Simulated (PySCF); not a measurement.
AlClH₂O₂.

```xyz
6

Al     0.0011     0.4154     0.0000
Cl    -0.0328    -1.6739     0.0000
O     -1.4818     1.2206     0.0000
H     -1.5792     2.1739     0.0000
O      1.4556     1.2783     0.0000
H      2.3321     0.8913     0.0000
```
Charge 0, spin multiplicity 1.

Coordinates come from a PBE0-D3(BJ)/def2-SVP optimisation. The values are those of a single conformer.

All values below come from PBE0/pcSseg-2 (PySCF). Non-relativistic, no solvent.

Question: Give the absolute GIAO shielding of each atom: isotropic value and principal components (ppm). (An estimate is asked for; the answer gives what the named calculation found.)

Answer: 
```tsv
atom	σ(iso)	σ11	σ22	σ33	span
Al1	450.9	379.9	480.4	492.5	112.6
Cl2	1017.2	962.9	973.4	1115.5	152.6
O3	311.5	277.4	293.5	363.7	86.4
H4	29.9	21.5	23.2	45.1	23.5
O5	294.5	261.7	280.7	341.1	79.5
H6	29.6	21.8	23.9	43.1	21.3
```
